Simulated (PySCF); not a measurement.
Computed shifts of a molecule CH₄N₂OSi, PySCF with PBE/pcSseg-1, GIAO, gas phase, atoms alike by connectivity averaged where their shifts nearly agree, in ppm (number of nuclei): ¹⁵N: 185.4 (1), 43.7 (1). ¹³C: 110.6 (1). ²⁹Si: -22.9 (1). ¹H: 5.27 (2), 2.01 (2). References: ¹⁵N against NH3 (σ = 267.0 ppm); ¹³C against TMS (σ = 182.0 ppm); ¹⁷O against H2O (σ = 334.3 ppm); ²⁹Si against TMS (σ = 335.4 ppm); ¹H against TMS (σ = 31.49 ppm), references at their B3LYP-D3(BJ)/def2-TZVP geometries, non-relativistic. Coordinates come from a B3LYP-D3(BJ)/def2-SVP optimisation. The values are those of a single conformer.

Problem. Pick the molecule that these values belong to.
(A) N[SiH2]N=C=O
(B) N[Si@H]1N=CO1
(C) N#CO[SiH2]N

Solution. C, N#CO[SiH2]N
